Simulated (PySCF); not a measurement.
**Gold: a sound run and one with changed settings**

Sound run: Au⁺ [Xe] 4f14 5d10, Au²⁺ [Xe] 4f14 5d9. All numbers are calculated (PySCF 2.14, a scalar-relativistic core potential, in cc-pVDZ-PP with ECP60MDF). The sound run starts from symmetry-adapted Hartree-Fock orbitals and uses a fine grid where one is needed.

Changed run: radial step 0.5 in ln r (0.13 in the sound run). This setting is unsound on purpose.

```
species  method  sound run (hartree)  changed run (hartree)  converged
    Au⁺     UHF           -134.49840             -134.49840        yes
    Au⁺   M06-L           -135.44811             -135.36945        yes
    Au⁺   B3LYP           -135.40253             -135.38270        yes
   Au²⁺     UHF           -133.80050             -133.80050        yes
   Au²⁺   M06-L           -134.69052             -134.61626        yes
   Au²⁺   B3LYP           -134.63424             -134.61457        yes
```

Ionisation energy of Au⁺:

| method | sound run (eV) | changed run (eV) |
| --- | --- | --- |
| UHF | 18.991 | 18.991 |
| M06-L | 20.615 | 20.496 |
| B3LYP | 20.906 | 20.902 |

A coarse radial grid mis-integrates the density and the exchange-correlation energy, with errors of either sign; Hartree-Fock needs no grid.

For comparison, NIST gives 20.203 ± 0.025 eV between the lowest levels.
